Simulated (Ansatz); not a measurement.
Ni2O2, relaxed as a singlet with RKS PBE-D4/def2-SVP in Ansatz, starting from the GFN1-xTB geometry. Force threshold 0.02 eV/Å.

The structure holds 1 bond(s) between oxygen atoms. The restricted singlet is unstable towards broken spin symmetry in Hartree–Fock (as tested in another run); at PBE-D4/def2-SVP this wasn't settled. An occupied level lies above an empty one. Another isomer (quintet) lies 3.30 eV lower at PBE0-D4/def2-TZVP; other spin states weren't run for this one.

Start:

| atom | x (Å) | y (Å) | z (Å) |
| --- | --- | --- | --- |
| Ni1 | 0.713 | 0.231 | 1.022 |
| Ni2 | -0.195 | 1.262 | -0.428 |
| O3 | 0.248 | -0.348 | -0.451 |
| O4 | -0.766 | -1.146 | -0.142 |

(1) Estimate the energy that the relaxation releases and the steps that it takes.

(2) Does the start keep its bonding?

(3) Predict the relaxed structure.

Answers

(1) 48.6 kJ/mol, in 6 steps; 7 s on 4 threads of Arm Neoverse V2 on a shared host. No frequencies were taken in this run, so the end may be a saddle point.

(2) By distances, no bond broke or formed. The bond that changes most is Ni1–O3, from 1.65 to 1.78 Å (atoms count from 1).

(3) 
```xyz
4

Ni    0.830    0.298    1.108
Ni   -0.216    1.323   -0.460
O     0.216   -0.401   -0.407
O    -0.830   -1.220   -0.242
```
Bond lengths (bridged metal pairs left out): 2 × Ni–O 1.78 Å; 1 × O–O 1.34 Å.
